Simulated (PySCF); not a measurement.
C$_{2}$H$_{5}$FO$_{2}$Si (SMILES F[Si@H]1COCO1), singlet, at a GFN2-xTB geometry; PySCF with BLYP/6-31G.

Input for PySCF:
```python
from pyscf import gto, scf, dft

mol = gto.Mole()
mol.atom = '''
    F     1.942800   -0.189512   -0.892061
    Si    0.856598   -0.218561    0.292319
    C    -0.224157    1.352583    0.330621
    O    -1.529676    0.785663    0.449002
    C    -1.604380   -0.416691   -0.243919
    O    -0.410032   -1.142468   -0.141648
    H     1.491241   -0.710590    1.488032
    H    -0.105188    2.021045    1.179255
    H    -0.149314    1.943218   -0.592536
    H    -2.418170   -0.999859    0.197741
    H    -1.807249   -0.249269   -1.315454
'''
mol.basis = '6-31g'
mol.charge = 0
mol.spin = 0
mol.verbose = 4
mol.build()

mf = dft.RKS(mol)
mf.xc = 'blyp'
mf.kernel()
mf.analyze()
```

The log (banner, timings and long lists left out):

```
PySCF version 2.14.0

[INPUT] verbose = 4
[INPUT] num. atoms = 11
[INPUT] num. electrons = 56
[INPUT] charge = 0
[INPUT] spin (= nelec alpha-beta = 2S) = 0
[INPUT] symmetry False subgroup None
[INPUT] Mole.unit = angstrom
[INPUT] Symbol           X                Y                Z      unit          X                Y                Z       unit  Magmom
[...]
nuclear repulsion = 330.777454785823
number of shells = 42
number of NR pGTOs = 176
number of NR cGTOs = 68
basis = 6-31g
ecp = {}

******** <class 'pyscf.dft.rks.RKS'> ********
method = RKS
initial guess = minao
damping factor = 0
level_shift factor = 0
DIIS = <class 'pyscf.scf.diis.CDIIS'>
diis_start_cycle = 1
diis_space = 8
diis_damp = 0
SCF conv_tol = 1e-09
SCF conv_tol_grad = None
SCF max_cycles = 50
direct_scf = True
direct_scf_tol = 1e-13
XC library pyscf.dft.libxc version 7.1.2
    S. Lehtola, C. Steigemann, M. J. T. Oliveira, and M. A. L. Marques,  SoftwareX 7, 1–5 (2018)
XC functionals = blyp
    A. D. Becke,  Phys. Rev. A 38, 3098 (1988)
    C. Lee, W. Yang, and R. G. Parr,  Phys. Rev. B 37, 785 (1988)
    B. Miehlich, A. Savin, H. Stoll, and H. Preuss,  Chem. Phys. Lett. 157, 200 (1989)
radial grids:
    Treutler-Ahlrichs [JCP 102, 346 (1995); DOI:10.1063/1.469408] (M4) radial grids

becke partition: Becke, JCP 88, 2547 (1988); DOI:10.1063/1.454033
pruning grids: <function nwchem_prune>
grids dens level: 3
symmetrized grids: False
atomic radii adjust function: <function treutler_atomic_radii_adjust>
small_rho_cutoff = 0
Set gradient conv threshold to 3.16228e-05
Initial guess from minao.
tot grids = 138888
init E= -619.657940325039
[...]
cycle= 1 E= -618.566841356273  delta_E= 1.09  |g|= 1.12  |ddm|= 3.24
[...]
cycle= 2 E= -617.682581229647  delta_E= 0.884  |g|=  2.4  |ddm|= 3.73
[...]
cycle= 3 E= -618.806178059838  delta_E= -1.12  |g|= 0.169  |ddm|= 2.83
[...]
cycle= 4 E= -618.809670327733  delta_E= -0.00349  |g|= 0.139  |ddm|= 0.324
[...]
cycle= 5 E= -618.813717941668  delta_E= -0.00405  |g|= 0.0361  |ddm|= 0.147
[...]
cycle= 6 E= -618.813958796784  delta_E= -0.000241  |g|= 0.0111  |ddm|= 0.0369
[...]
cycle= 7 E= -618.813988857789  delta_E= -3.01e-05  |g|= 0.00146  |ddm|= 0.014
[...]
cycle= 8 E= -618.813989468659  delta_E= -6.11e-07  |g|= 0.000527  |ddm|= 0.00242
[...]
cycle= 9 E= -618.81398951803  delta_E= -4.94e-08  |g|= 0.000193  |ddm|= 0.000572
[...]
cycle= 10 E= -618.813989524248  delta_E= -6.22e-09  |g|= 6.44e-05  |ddm|= 0.000245
[...]
cycle= 11 E= -618.813989525099  delta_E= -8.51e-10  |g|= 2.64e-05  |ddm|= 9.93e-05
[...]
Extra cycle  E= -618.813989524803  delta_E= 2.96e-10  |g|= 4.68e-05  |ddm|= 8.45e-05
converged SCF energy = -618.813989524803
**** SCF Summaries ****
Total Energy =                        -618.813989524802992
Nuclear Repulsion Energy =             330.777454785822840
One-electron Energy =                -1510.346591562495632
Two-electron Energy =                  560.755147251869744
Two-electron Coulomb Energy =          622.153663518411463
DFT Exchange-Correlation Energy =      -61.398516266541769
HOMO-LUMO gap [eV] =                     5.968239558175711
**** MO energy ****
[...]
 ** Mulliken pop on meta-lowdin orthogonal AOs  **
 ** Mulliken pop  **
 ** Mulliken atomic charges  **
charge of    0F =     -0.42977
charge of    1Si =      1.04680
charge of    2C =     -0.26359
charge of    3O =     -0.34589
charge of    4C =      0.14539
charge of    5O =     -0.56013
charge of    6H =     -0.07507
charge of    7H =      0.13781
charge of    8H =      0.11349
charge of    9H =      0.13321
charge of   10H =      0.09774
Dipole moment(X, Y, Z, Debye): -0.15484,  1.28785,  1.04183
```
